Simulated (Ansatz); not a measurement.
Total energies of Ge(SH)H3 (GeH₄S) from Ansatz at PBE-D4/def2-TZVPD, gas phase (1 Eh = 27.2114 eV = 2625.5 kJ/mol). The reference geometry is relaxed at r2SCAN-D4/def2-TZVP.

```xyz
6

Ge   -0.101    0.392   -0.381
S     0.333   -0.470    1.624
H     0.356   -1.740    1.188
H    -0.193    1.900   -0.144
H    -1.428   -0.152   -0.924
H     1.033    0.069   -1.362
```

```tsv
state	geometry	energy (Eh)
charge 0 singlet	reference	-2477.13194
charge -1 doublet	reference	-2477.10645
free Ge atom (triplet)	–	-2076.60198
free S atom (triplet)	–	-397.93910
free H atom (doublet)	–	-0.49962
```

(1) Work out the vertical electron affinity, to the doublet.

(2) What is the binding energy per atom against free atoms?

(1) E(charge 0 singlet) − E(charge -1 doublet) = -2477.13194 − (-2477.10645) = -0.02549 Eh = -0.69 eV; negative, so the extra electron isn't bound.

(2) Atoms: 1 × (-2076.60198) + 1 × (-397.93910) + 4 × (-0.49962) = -2476.53956 Eh. Binding: -2476.53956 − (-2477.13194) = 0.59238 Eh = 16.12 eV, or 2.69 eV for each of 6 atoms (no zero-point energy, no counterpoise term).

At PBE-D4/def2-TZVPD the highest occupied level of the charge -1 doublet lies above zero (up to 2.32 eV). By energy differences it is unbound by 0.69 eV (vertical, to the charge 0 singlet, at PBE-D4/def2-TZVPD) and held by the finite basis.
